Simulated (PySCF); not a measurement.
# Scalar relativity in Si³⁺ (silicon, charge +3)

[Ne] 3s1, 2S determinant; PBE calculated with PySCF 2.14 in dyall-av3z, once non-relativistic with a point nucleus and once with spin-free X2C-1e and a Gaussian nucleus.

```
shell  ε non-rel. (eV)  ε X2C (eV)  rms r non-rel. (bohr, spins averaged)  rms r X2C (bohr, spins averaged)  change of radius (%)
 1s α          -1818.8     -1822.9                                 0.1295                            0.1290                 -0.39
 1s β          -1818.7     -1822.7                                 0.1295                            0.1290                 -0.39
 2s α          -175.28     -175.93                                 0.6204                            0.6184                 -0.32
 2s β          -174.95     -175.60                                 0.6204                            0.6184                 -0.32
 2p α          -132.11     -132.08                                 0.5997                            0.5993                 -0.07
 2p β          -131.78     -131.75                                 0.5997                            0.5993                 -0.07
 3s α          -40.314     -40.395                                  1.968                             1.964                 -0.20
```

The total energy goes from -287.1027 to -287.7131 hartree.

Relativity contracts and stabilises s shells directly. The contracted s shells screen the nucleus better, so for spin-averaged p shells the direct and indirect effects partly cancel.
